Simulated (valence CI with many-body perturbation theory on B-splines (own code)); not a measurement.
K14+: electric-dipole lines

Level of theory: valence CI with perturbative core correlation (CI+MBPT): three valence electrons over a frozen Dirac-Fock core [He], a basis of 11 s, 11 p, 10 d, 8 f, 5 g, 2 h functions for each j, with the one-electron correlation potential Σ1, the two-electron term Σ2, the three-electron term Σ3, Breit, model QED; selected CI, second order for the rest, scaled by the run's own slope (own B-spline code, finite nucleus).

No measured levels were compared; by estimate levels of excited configurations hold to 0.05 to 0.15 % of their energy, terms of the ground configuration to about 0.5 %.

Lines 1 to 50 of 531 in falling wavelength, among levels below 724.71 eV, chosen from the strongest by gf and those to the six lowest levels. Wavelengths and rates use the calculated energies, so an error of 400 cm⁻¹ moves a line at 419.6 nm by 1.7 % and its rate by three times that or more. Electric multipoles are in the length gauge, E1 and E2 with the static RPA response of the core. Weak lines are less certain than strong ones. Lines between different terms over intervals too small for the method are left out, as are lines whose strength nearly cancels. Where a level lies close to another of its J and parity, the split of strength between their lines is uncertain. The highest levels of a list are the least certain.

Names give the largest LS component (configuration and term), which can be under half, so a name can repeat, a term be missing and a line seem to break the LS rules; names also repeat where a configuration has a term twice. Letters in brackets count levels of one name in rising energy.

| λ vac (nm) | Upper | Lower | A (s⁻¹) | S (a.u.) |
| --- | --- | --- | --- | --- |
| 419.6 | 2s2 4f 2F°_7/2 | 2s2 4d 2D_5/2 | 1.32e+07 | 3.86e+00 |
| 419.2 | 2s 2p 4f 4G_9/2 | 2s 2p 4d 4D°_7/2 | 9.55e+06 | 3.47e+00 |
| 410.4 | 2s2 4f 2F°_5/2 | 2s2 4d 2D_3/2 | 1.32e+07 | 2.70e+00 |
| 384.3 | 2s 2p 4f 4F_7/2 [a] | 2s 2p 4d 4F°_5/2 | 1.12e+07 | 2.52e+00 |
| 381.5 | 2s 2p 4f 4F_9/2 | 2s 2p 4d 4F°_7/2 | 1.56e+07 | 4.27e+00 |
| 339.0 | 2s 2p 4f 4G_5/2 [a] | 2s 2p 4d 4F°_3/2 | 2.00e+07 | 2.31e+00 |
| 305.7 | 2s 2p 4f 4G_11/2 | 2s 2p 4d 4F°_9/2 | 3.48e+07 | 5.88e+00 |
| 282.0 | 2s 2p 4d 2P°_3/2 | 2s 2p 4p 2S_1/2 [a] | 3.12e+07 | 1.38e+00 |
| 276.9 | 2s 2p 4d 4D°_7/2 | 2s 2p 4p 4P_5/2 | 4.43e+07 | 3.71e+00 |
| 273.5 | 2s 2p 4d 4F°_9/2 | 2s 2p 4p 4D_7/2 | 7.22e+07 | 7.30e+00 |
| 265.3 | 2s 2p 4d 4F°_7/2 | 2s 2p 4p 4D_5/2 | 7.76e+07 | 5.72e+00 |
| 263.7 | 2s 2p 4p 4P_3/2 | 2s 2p 4s 2P°_3/2 [a] | 3.42e+07 | 1.24e+00 |
| 256.7 | 2s 2p 4d 4F°_5/2 | 2s 2p 4p 4D_3/2 | 7.74e+07 | 3.88e+00 |
| 255.8 | 2s 2p 4d 4D°_5/2 | 2s 2p 4p 4P_5/2 | 4.42e+07 | 2.19e+00 |
| 248.4 | 2s 2p 4d 4P°_3/2 | 2s 2p 4p 4S_3/2 | 3.73e+07 | 1.13e+00 |
| 244.8 | 2s 2p 4d 4F°_3/2 | 2s 2p 4p 4D_1/2 | 7.56e+07 | 2.19e+00 |
| 241.2 | 2s2 4d 2D_5/2 | 2s2 4p 2P°_3/2 | 1.04e+08 | 4.33e+00 |
| 235.5 | 2s 2p 4d 4P°_5/2 | 2s 2p 4p 2P_3/2 [a] | 8.49e+07 | 3.29e+00 |
| 235.5 | 2s 2p 4d 2P°_1/2 | 2s 2p 4p 2S_1/2 [a] | 8.52e+07 | 1.10e+00 |
| 231.9 | 2s 2p 4d 4D°_7/2 | 2s 2p 4p 4D_7/2 | 3.97e+07 | 1.95e+00 |
| 228.1 | 2s2 4d 2D_3/2 | 2s2 4p 2P°_1/2 | 1.03e+08 | 2.40e+00 |
| 227.4 | 2s 2p 4d 2D°_5/2 | 2s 2p 4p 2D_3/2 [a] | 1.05e+08 | 3.64e+00 |
| 223.4 | 2s 2p 4p 4D_1/2 | 2s 2p 4s 4P°_1/2 | 1.08e+08 | 1.19e+00 |
| 214.0 | 2s 2p 4p 2D_3/2 [a] | 2s 2p 4s 2P°_1/2 [a] | 9.45e+07 | 1.83e+00 |
| 213.6 | 2s 2p 4p 2D_3/2 [b] | 2s 2p 4s 2P°_3/2 [b] | 5.38e+07 | 1.03e+00 |
| 212.3 | 2s 2p 4d 2F°_5/2 | 2s 2p 4p 4S_3/2 | 6.63e+07 | 1.88e+00 |
| 211.1 | 2s 2p 4p 2D_3/2 [b] | 2s 2p 4s 2P°_1/2 [b] | 9.03e+07 | 1.68e+00 |
| 208.7 | 2s 2p 4d 2F°_7/2 | 2s 2p 4p 2D_5/2 [a] | 1.61e+08 | 5.76e+00 |
| 205.9 | 2s 2p 4d 2D°_3/2 | 2s 2p 4p 2P_1/2 [a] | 9.31e+07 | 1.60e+00 |
| 205.7 | 2s 2p 4p 2P_3/2 [a] | 2s 2p 4s 4P°_3/2 | 6.29e+07 | 1.08e+00 |
| 205.4 | 2s 2p 4p 4D_7/2 | 2s 2p 4s 4P°_5/2 | 1.62e+08 | 5.53e+00 |
| 205.1 | 2s 2p 4p 2D_5/2 [b] | 2s 2p 4s 2P°_3/2 [b] | 1.58e+08 | 4.04e+00 |
| 204.7 | 2s 2p 4p 2P_1/2 [b] | 2s 2p 4s 2P°_3/2 [b] | 1.10e+08 | 9.30e-01 |
| 203.3 | 2s2 4p 2P°_1/2 | 2s2 4s 2S_1/2 | 1.67e+08 | 1.38e+00 |
| 201.8 | 2s 2p 4d 2F°_5/2 | 2s 2p 4p 4P_3/2 | 5.89e+07 | 1.43e+00 |
| 197.3 | 2s 2p 4p 2D_5/2 [a] | 2s 2p 4s 2P°_3/2 [a] | 1.77e+08 | 4.03e+00 |
| 196.9 | 2s 2p 4p 4D_3/2 | 2s 2p 4s 4P°_1/2 | 1.18e+08 | 1.78e+00 |
| 196.4 | 2s 2p 4p 4D_5/2 | 2s 2p 4s 4P°_3/2 | 1.80e+08 | 4.03e+00 |
| 192.3 | 2s 2p 4p 2P_3/2 [b] | 2s 2p 4s 2P°_3/2 [b] | 1.27e+08 | 1.78e+00 |
| 190.5 | 2s2 4p 2P°_3/2 | 2s2 4s 2S_1/2 | 2.03e+08 | 2.77e+00 |
| 190.2 | 2s 2p 4p 2P_3/2 [b] | 2s 2p 4s 2P°_1/2 [b] | 7.69e+07 | 1.04e+00 |
| 185.7 | 2s 2p 4p 4P_3/2 | 2s 2p 4s 4P°_5/2 | 1.02e+08 | 1.29e+00 |
| 184.6 | 2s 2p 4p 2S_1/2 [b] | 2s 2p 4s 2P°_1/2 [b] | 1.46e+08 | 9.04e-01 |
| 179.5 | 2s 2p 4p 4P_5/2 | 2s 2p 4s 4P°_5/2 | 2.31e+08 | 3.97e+00 |
| 177.7 | 2s 2p 4p 4S_3/2 | 2s 2p 4s 4P°_5/2 | 1.31e+08 | 1.45e+00 |
| 175.3 | 2s 2p 4p 2P_3/2 [a] | 2s 2p 4s 4P°_1/2 | 8.18e+07 | 8.70e-01 |
| 174.4 | 2s 2p 4p 4P_1/2 | 2s 2p 4s 4P°_3/2 | 2.52e+08 | 1.32e+00 |
| 166.6 | 2s 2p 4p 2S_1/2 [a] | 2s 2p 4s 2P°_3/2 [a] | 2.84e+08 | 1.29e+00 |
| 120.5 | 2p2 3p 2D°_5/2 [a] | 2p2 3s 2P_3/2 | 1.06e+08 | 5.51e-01 |
| 116.8 | 2s 2p 3d 4D°_7/2 | 2s 2p 3p 4P_5/2 | 1.30e+08 | 8.17e-01 |
